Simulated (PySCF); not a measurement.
A geometry optimisation on `CN[SiH2]S`.

Method: PBE0-D3(BJ)/def2-SVP geometry optimisation, gas phase (PySCF 2.14.0). Start geometry: GFN2-xTB. The input is one job of a driver script: a line of settings, then coordinates in Å.

Command:
```bash
OMP_NUM_THREADS=1 python probes_run.py task.json out
```

Input:
```
{"job": {"xc": "PBE0", "basis": "def2-SVP", "d3": "d3bj", "grid": 1, "shake": 0.01, "kind": "geom"}, "charge": 0, "multiplicity": 1}
C     -1.570960     0.534250     0.109690
N     -0.355700     0.069000    -0.450180
Si     0.912810    -0.519800     0.508730
S      2.565520    -0.944190    -0.855840
H     -2.317900    -0.249420     0.270440
H     -2.043580     1.296100    -0.570950
H     -1.373670     1.041870     1.056840
H     -0.459780    -0.306910    -1.378620
H      1.334750     0.572640     1.423810
H      0.755970    -1.780620     1.243720
H      2.590660     0.261270    -1.373310
```

Output:
```
step   0  E = -784.13362059  max force = 0.031468
step   1  E = -784.13825127  max force = 0.008053
step   2  E = -784.13858971  max force = 0.001226
step   3  E = -784.13865123  max force = 0.001674
step   4  E = -784.13871382  max force = 0.001617
step   5  E = -784.13879046  max force = 0.001700
step   6  E = -784.13885232  max force = 0.001625
step   7  E = -784.13889948  max force = 0.000718
step   8  E = -784.13892530  max force = 0.000253
step   9  E = -784.13894149  max force = 0.000613
step  10  E = -784.13895787  max force = 0.000927
step  11  E = -784.13896297  max force = 0.000786
step  12  E = -784.13896091  max force = 0.000366
step  13  E = -784.13896175  max force = 0.000334
optimisation converged
```

Energies in Eh; «max force» is the largest Cartesian gradient component in Eh/bohr.

Give the first gradient maximum in eV/Å.

With 1 Eh/bohr = 51.422 eV/Å, 1.618 eV/Å.

How much energy does the optimisation release, in kJ/mol?

E(step 0) − E(last step) = 0.005341 Eh, which is 14.0 kJ/mol.

Main results: final energy -784.13896 Eh after 13 steps; dipole 2.30 D.

How long does this job take on an Arm Neoverse V1 with one thread, no GPU, shared host with 32 logical CPUs at a one-minute load of 28? And the peak memory of the process?

About 47 s, with 0.42 GiB resident at the peak, the Python interpreter and its libraries included.
Labels such as C1 count atoms from 1, the log's own numbers from 0.
